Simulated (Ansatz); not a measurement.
Telling isomers of BrFH2NOSi apart by their spectra

These gas-phase data were calculated for one isomer of BrFH2NOSi at PBE0-D3(BJ)/def2-SVP (harmonic, unscaled wavenumbers; equilibrium rotational constants with average atomic masses):

```
rotational constants            : 3.894, 1.551, 1.532 GHz
all wavenumbers above 1500 cm⁻¹ : 3936, 3527
```

Candidates:

(1) `[NH][Si@](O)(F)Br`, a doublet
(2) `N[Si@]([O])(F)Br`, a doublet

**Question.** Assign the data to one candidate and say why.

**Answer.** Candidate (1). 1 mode lies between 3250 and 3800 cm⁻¹, one for each N–H bond, while (2) has 2.

The same quantities for all candidates:

```
     rotational constants (GHz)  wavenumbers above 1500 cm⁻¹  E above the lowest, PBE0-D3(BJ)/def2-SVP (kcal/mol)
(1)         3.894, 1.551, 1.532                   3936, 3527                                                  0.0
(2)           4.05, 1.54, 1.485             3714, 3604, 1526                                                  3.1
```

Harmonic stretches to hydrogen usually lie a few per cent above observed fundamentals. Each candidate is one conformer. Open shells are spin-unrestricted. Programs: Ansatz 0.2.0.
